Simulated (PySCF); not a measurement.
**Telling isomers of C6H9F apart by NMR**

How the numbers were obtained: shieldings: GIAO PBE0/pcSseg-1, coordinates at the PBE0-D3(BJ)/def2-SVP level, J: B3LYP/pcJ-1 (spin–dipole term left out of most H,H and C,H couplings), in PySCF (relativity neglected, equivalent nuclei averaged, one computed conformer, in vacuum).

References, each an isolated molecule treated in the same way: 1H (31.27 ppm) and 13C (184.41 ppm) vs TMS. Multiplet labels drop J under 1 Hz and among equivalent protons, and merge close values. Unscaled 3J(H,H) run several per cent high. Vicinal couplings that depend on rotamer populations or ring flexing (ring, CH–CH, X–H and H–F types) are those of the one conformer. One-bond C–F couplings are unscaled and too large by tens of Hz. Shifts are as computed. Against solution values, carbons near 30 ppm lie about +2 ppm off and those near 130 ppm about +5 ppm. Of 1211 compounds with measured shifts, 218 miss one by over three times the rms of a fit or turn the order of signals round; such compounds aren't used in these exercises.

(1) Tabulate the signals of `F[C@]12CC[C@H](C1)C2`, `C=C(C)/C=C\CF`, `C=C/C(=C/C)CF`, `C[C@@H]1[C@H](F)C12CC2` and their relative energies.

(2) What is the quickest way to tell F[C@]12CC[C@H](C1)C2 from C[C@@H]1[C@H](F)C12CC2?

(3) What is the quickest way to tell C=C(C)/C=C\CF from C[C@@H]1[C@H](F)C12CC2?

(4) What is the quickest way to tell C=C/C(=C/C)CF from C[C@@H]1[C@H](F)C12CC2?

Answers

(1) 
```json
{"SMILES": "F[C@]12CC[C@H](C1)C2", "carbon types": "1×C 1×CH 4×CH2", "δC": "94.3, 45.0, 30.3, 29.9, 28.4", "δH": "1.89 (dtt, 1H), 1.62 (m, 2H), 1.58 (m, 2H), 1.53 (m, 2H), 1.40 (m, 2H)", "E rel. (kcal/mol)": "0.0"}
{"SMILES": "C=C(C)/C=C\\CF", "carbon types": "1×C 2×CH 2×CH2 1×CH3", "δC": "149.7, 138.5, 137.1, 127.6, 83.0, 23.4", "δH": "5.99 (m, 1H), 5.81 (m, 1H), 5.49 (m, 2H), 5.27 (oct, 1H), 5.20 (sept of d, 1H), 1.84 (ddd, 3H)", "E rel. (kcal/mol)": "15.6"}
{"SMILES": "C=C/C(=C/C)CF", "carbon types": "1×C 2×CH 2×CH2 1×CH3", "δC": "146.8, 142.1, 140.3, 122.4, 76.8, 16.5", "δH": "6.29 (ddd, 1H), 5.76 (d of d of quint, 1H), 5.73 (qdq, 1H), 5.42 (d of d of sext, 1H), 5.13 (dd, 2H), 1.95 (ddt, 3H)", "E rel. (kcal/mol)": "13.5"}
{"SMILES": "C[C@@H]1[C@H](F)C12CC2", "carbon types": "1×C 2×CH 2×CH2 1×CH3", "δC": "76.8, 19.0, 16.7, 10.9, 10.7, 4.8", "δH": "4.39 (ddd, 1H), 1.15 (dd, 3H), 0.95 (quint of d, 1H), 0.93 (m, 1H), 0.91 (m, 1H), 0.89 (m, 1H), 0.74 (m, 1H)", "E rel. (kcal/mol)": "26.5"}
```

Energies are electronic energies at PBE0/pcSseg-1 on these geometries, without zero-point or thermal terms, each for the one conformer computed, which needn't be the lowest.

(2) Count the carbon signals: 5 against 6. The first has a fully substituted sp3 carbon bonded to F (C) at 94.3 ppm, the second a three-membered-ring carbon (C) at 16.7 ppm. Their most deshielded carbons lie at 94.3 and 76.8 ppm. In the proton spectra the most deshielded non-exchanging signals are 1.89 (dtt, J = 16.5, 4.0, 1.9 Hz, 1H) and 4.39 (ddd, J = 75.2, 6.7, 1.3 Hz, 1H).

(3) Both give the same number of carbon signals, with the same numbers of each carbon type, so the positions decide. The first has a fully substituted alkene carbon (C) at 149.7 ppm, the second a three-membered-ring carbon (CH) at 76.8 ppm. In the proton spectra the most deshielded non-exchanging signals are 5.99 (m, 1H) and 4.39 (ddd, J = 75.2, 6.7, 1.3 Hz, 1H).

(4) Both give the same number of carbon signals, with the same numbers of each carbon type, so the positions decide. The first has an alkene CH at 146.8 ppm, the second a three-membered-ring carbon (CH) at 76.8 ppm. In the proton spectra the most deshielded non-exchanging signals are 6.29 (ddd, J = 19.0, 12.4, 1.5 Hz, 1H) and 4.39 (ddd, J = 75.2, 6.7, 1.3 Hz, 1H).
